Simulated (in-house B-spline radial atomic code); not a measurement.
A calculation on Tc⁴⁺: its settings, and results tabulated from the run. Method: non-relativistic wB97X, spin-polarised, spherical fractional occupations, point nucleus. Calculated with a radial B-spline atomic code at the basis-set limit.

Command:
```bash
python run_scf.py task.json out
```
Settings:
```
Z                43
configuration    [Kr] 4d3
hamiltonian      nr
method           wb97x
spin_polarised   True
```

Output (hartree, bohr):
```
 radial grid: 50 intervals, B-splines of order 8, outer radius 22.1277 bohr

 iter        energy (Eh)    residual
    1       -4195.281854    5.49e-01
    2       -4201.159188    2.97e-01
    3       -4203.105688    7.60e-02
    4       -4203.220971    2.45e-02
    5       -4203.229650    9.09e-03
    6       -4203.231227    1.44e-03
    7       -4203.231244    1.81e-04
    8       -4203.231244    4.23e-05
    9       -4203.231245    3.47e-06
   10       -4203.231245    2.05e-07

 total energy                     -4203.23124
 kinetic                            4201.6023
 electron-nucleus                  -9935.7455
 Hartree                            1655.7213
 exact exchange                      -24.6623
 exchange-correlation               -100.1470

 orbital      occ     eigenvalue          <r>       <r^2>       <1/r>     <1/r^3>       r_max
 1s up      1.000      -750.4627    0.0354433  0.00168112     42.4871           -     0.02345
 1s down    1.000      -750.4629    0.0354433  0.00168111     42.4872           -     0.02345
 2s up      1.000      -107.3051     0.154635   0.0281095     9.59903           -      0.1308
 2s down    1.000      -107.2836     0.154622    0.028105     9.60006           -      0.1308
 2p up      3.000       -99.1605     0.132519   0.0213939     9.58821     2486.22      0.1029
 2p down    3.000       -99.1438     0.132502   0.0213886     9.58922     2486.82      0.1029
 3s up      1.000       -20.3805     0.426673    0.208226     3.35129           -      0.3832
 3s down    1.000       -20.3722     0.426626    0.208132     3.35071           -      0.3832
 3p up      3.000       -17.2108     0.420927    0.205841     3.25971     416.139      0.3705
 3p down    3.000       -17.2002     0.420851    0.205695     3.25915      415.81      0.3706
 3d up      5.000       -11.4075     0.397683    0.189448     3.08558     62.3157      0.3114
 3d down    5.000       -11.3866     0.397731    0.189402     3.08435     62.2373      0.3116
 4s up      1.000        -4.5179      1.07255     1.29752     1.26123           -       0.972
 4s down    1.000        -4.4115      1.07036     1.29361     1.26626           -      0.9683
 4p up      3.000        -3.5531      1.15281     1.51008     1.15889     64.2424       1.027
 4p down    3.000        -3.4305      1.15153     1.50879     1.16256     64.8805       1.021
 4d up      3.000        -1.8923      1.41857     2.33339     0.91934     6.47609       1.198
```

Run time, properties included: 0.79 s on 1 thread of Arm Neoverse V1 (shared host).

Caution: exact exchange at fractional occupations of open shells leaves self-interaction of up to several eV.
